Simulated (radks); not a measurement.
Coulomb parameter of the 5d shell of neutral osmium in the model configuration [Xe] 4f14 5d6.5 6s1.5, as a second difference U = [E(n + 0.5) + E(n - 0.5) - 2 E(n)] / (0.5)^2 with all orbitals relaxed. "Bare": the charge of the atom changes with n. "Screened": the 6s shell takes up the change at fixed total charge, which measures U(5d,5d) + U(6s,6s) - 2 U(5d,6s). All-electron calculation, Dirac Kohn-Sham, LDA (Slater exchange, Perdew-Wang correlation), spin-unpolarised, spherical densities, finite nucleus; open shells are shared between the two j in proportion to 2j + 1; Fermi nuclear charge, rms radius 5.4126 fm. Program: a radial shooting solver on a logarithmic mesh with Libxc functionals.

case,configuration,E - E(n) (eV)
start,[Xe] 4f14 5d6.5 6s1.5,0.000
bare +0.5,[Xe] 4f14 5d7 6s1.5,-1.802
bare -0.5,[Xe] 4f14 5d6 6s1.5,3.981
screened +0.5,[Xe] 4f14 5d7 6s1,0.273
screened -0.5,[Xe] 4f14 5d6 6s2,-0.061

U(bare) = 8.718 eV, U(screened by 6s) = 0.846 eV. The step up makes a negative ion, whose loosely bound charge lowers the bare value.
